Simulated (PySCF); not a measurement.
2-fluoro-3-methylbuta-1,3-diene (C5H7F), SMILES C=C(C(F)=C)C.

Coordinates come from a PBE0-D3(BJ)/def2-SVP optimisation. The values are those of a single conformer.

Computed with PBE/def2-TZVP (PySCF).

The molecule is in vacuum.

Computed frontier levels, gap, dipole moment and polarisability:
```
Quantity                                                                                                       Result
---------------------------------------------------------------------------------------------  ----------------------
highest occupied level                                                                                       -5.86 eV
lowest empty level                                                                                           -1.92 eV
orbital gap                                                                                                   3.94 eV
dipole moment                                                                                                  1.49 D
quadrupole, principal values (traceless, Buckingham form, about the centre of nuclear charge)   -4.06, 0.11, 3.95 D·Å
mean static polarisability                                                                       65.7 bohr³ (9.73 Å³)
polarisability, principal values                                                               41.3, 61.2, 94.5 bohr³
```
